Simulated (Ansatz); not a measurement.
Relaxation of BrGaH₄O (7 atoms, charge 0, multiplicity 1), to a largest force component of 0.03 eV/Å in at most 50 steps.

Theory: RKS r2SCAN-D4/def2-SVP (Ansatz).

```xyz
7
Properties=species:S:1:pos:R:3
Ga 0.039 0.462 -0.477
O -0.058 -0.137 2.432
H -0.999 -0.131 2.663
H 1.465 -0.065 -0.777
H -1.379 -0.082 -0.786
Br 0.030 2.683 0.422
H 0.174 0.822 2.444
```

**Question.** Where does it end, and by what steps?

**Answer.** The run converged. After 7 steps the energy has fallen by 0.507 eV; O2 moved furthest, 0.46 Å. Joined: Ga1–O2 (2.97 → 2.14 Å).

```json
{"step": "0", "energy less start (eV)": "0.0000", "largest force component (eV/Å)": "0.787", "accepted": "yes"}
{"step": "1", "energy less start (eV)": "-0.1660", "largest force component (eV/Å)": "1.240", "accepted": "yes"}
{"step": "2", "energy less start (eV)": "-0.3878", "largest force component (eV/Å)": "1.277", "accepted": "yes"}
{"step": "3", "energy less start (eV)": "-0.4608", "largest force component (eV/Å)": "1.069", "accepted": "yes"}
{"step": "4", "energy less start (eV)": "-0.5006", "largest force component (eV/Å)": "0.356", "accepted": "yes"}
{"step": "5", "energy less start (eV)": "-0.5056", "largest force component (eV/Å)": "0.083", "accepted": "yes"}
{"step": "6", "energy less start (eV)": "-0.5065", "largest force component (eV/Å)": "0.052", "accepted": "yes"}
{"step": "7", "energy less start (eV)": "-0.5067", "largest force component (eV/Å)": "0.008", "accepted": "yes"}
```

```xyz
7
Properties=species:S:1:pos:R:3
Ga 0.014 0.434 -0.105
O -0.019 -0.022 1.988
H -0.914 -0.258 2.278
H 1.398 -0.127 -0.532
H -1.409 -0.082 -0.479
Br 0.057 2.742 0.410
H 0.144 0.865 2.361
```

Whether the end is a true minimum wasn't checked by a vibrational analysis.

Run time: 8.3 s on 4 threads of INTEL(R) XEON(R) PLATINUM 8581C CPU @ 2.10GHz (Emerald Rapids), with other jobs on the host, peak memory 0.19 GiB.
